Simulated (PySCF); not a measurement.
SMILES [F][Ga]([F])[Br], singlet (PBE0/def2-SVP optimised geometry):

```
4

Ga    -0.276     0.175     0.000
F     -1.042     1.730     0.000
F      1.458     0.175     0.000
Br    -1.458    -1.730     0.000
```

Method: PBE0/def2-TZVP (PySCF 2.14.0).

Task: What are the frontier orbital energies and the dipole moment?

Result: HOMO-2 -10.92 eV, HOMO-1 -9.59 eV, HOMO -9.42 eV, LUMO -2.24 eV, LUMO+1 -1.20 eV; dipole moment 1.37 D.

On the same geometry PySCF with PBE/def2-TZVP gives HOMO-2 -9.27 eV, HOMO-1 -8.25 eV, HOMO -8.06 eV, LUMO -3.20 eV, LUMO+1 -2.00 eV; dipole moment 1.31 D.

Meta-Löwdin charges at PBE0/def2-TZVP: Ga1 1.15, F2 -0.48, F3 -0.48, Br4 -0.19.
